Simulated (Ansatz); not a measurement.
Consider the redistribution: `CO[SiH2]CS` + `F[SiH2][SnH3]` → `CO[SiH2][SnH3]` + `F[SiH2]CS`.

Calculated with Ansatz (gas phase, PBE0-D4/def2-TZVP geometries, no zero-point term in ΔE). CCSD(T)/CBS is the MP2 limit (def2-TZVPP, def2-QZVPP) plus CCSD(T) − MP2 in def2-TZVPP, frozen cores. Functionals use def2-TZVPP. B3LYP here is the variant with VWN-RPA as its local correlation; programs differ in this. Elements past krypton have def2 core potentials. For Sn outer-core shells are correlated without core-valence functions, which leaves a few kJ/mol of doubt a bond. Each species was taken in one conformer, which may not be the lowest.

```
             level  ΔE (kJ/mol)  difference from CCSD(T)/CBS
            PBE-D4         -3.2                          0.2
           PBE0-D4         -2.5                          0.9
           ωB97X-V         -1.5                          1.9
           ωB97M-V         -2.0                          1.4
            B2PLYP         -2.0                          1.4
              PBE0         -2.0                          1.4
             B3LYP         -1.3                          2.1
     HF/def2-TZVPP         -0.1                          3.3
    MP2/def2-TZVPP         -3.4                          0.0
   CCSD/def2-TZVPP         -2.4                          1.0
CCSD(T)/def2-TZVPP         -2.9                          0.5
    MP2/def2-QZVPP         -3.6                         -0.2
SCS-MP2/def2-QZVPP         -2.9                          0.5
      HF/CBS(def2)          0.1                          3.5
     MP2/CBS(def2)         -3.9                         -0.5
    CCSD/CBS(def2)         -2.8                          0.6
       CCSD(T)/CBS         -3.4                            0
```

Largest T1 diagnostic among the species: 0.013.
